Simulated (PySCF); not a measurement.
Si(H)2(SeH)2 (H4Se2Si), SMILES [SeH][SiH2][SeH].

Coordinates come from a PBE-D3(BJ)/def2-SVP optimisation. The structure was generated by enumeration, and PubChem lists no compound with its InChIKey, so it may never have been made. Other conformers were not sampled.

Computed with PBE-D3(BJ)/def2-SVP run with PySCF.

Frequencies are harmonic and unscaled.

| mode | ν (cm⁻¹) | IR (km/mol) | moving atoms (share of kinetic energy) |
|---|---|---|---|
| 1 | 92 | 0.0 | Se 71 %, Si 16 %, H 13 % |
| 2 | 198 | 17.1 | H 91 % |
| 3 | 203 | 11.9 | H 90 %, Se 9 % |
| 4 | 336 | 10.3 | Si 58 %, Se 36 % |
| 5 | 423 | 16.5 | H 57 %, Si 33 %, Se 11 % |
| 6 | 429 | 32.3 | Si 46 %, H 43 %, Se 11 % |
| 7 | 563 | 0.8 | H 96 % |
| 8 | 651 | 44.6 | H 89 %, Si 9 % |
| 9 | 748 | 7.2 | H 97 % |
| 10 | 806 | 187.1 | H 91 %, Si 9 % |
| 11 | 881 | 79.1 | H 96 % |
| 12 | 2161 | 77.6 | H 98 % |
| 13 | 2176 | 74.0 | H 95 % |
| 14 | 2357 | 11.7 | H 99 % |
| 15 | 2358 | 2.9 | H 99 % |
